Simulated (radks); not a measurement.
Q: These are the eigenvalues of the occupied orbitals of an atom or ion with whole-number occupations (eV). Method: scalar-relativistic Kohn-Sham, PBE, spin-unpolarised, spherical densities, point nucleus; computed with a radial shooting solver on a logarithmic mesh with Libxc functionals.

| orbital | eigenvalue |
|---|---|
| 1s | -45823.16 |
| 2s | -8118.443 |
| 2p | -7336.257 |
| 3s | -2361.747 |
| 3p | -2115.979 |
| 3d | -1784.455 |
| 4s | -997.5945 |
| 4p | -908.6366 |

Which element is it, and in what charge state? The configuration may be excited.

A: Z = 61, promethium, charge +25: Pm25+ in [Kr]. The list shows which subshells hold electrons but not how many an open one holds; the 1s level, -1684 hartree, gives Z - s = 58.0 by -(Z - s)^2/2, which with screening and relativity narrows Z to a few neighbours, and the depths of the outer levels then fix element, charge and occupations together.
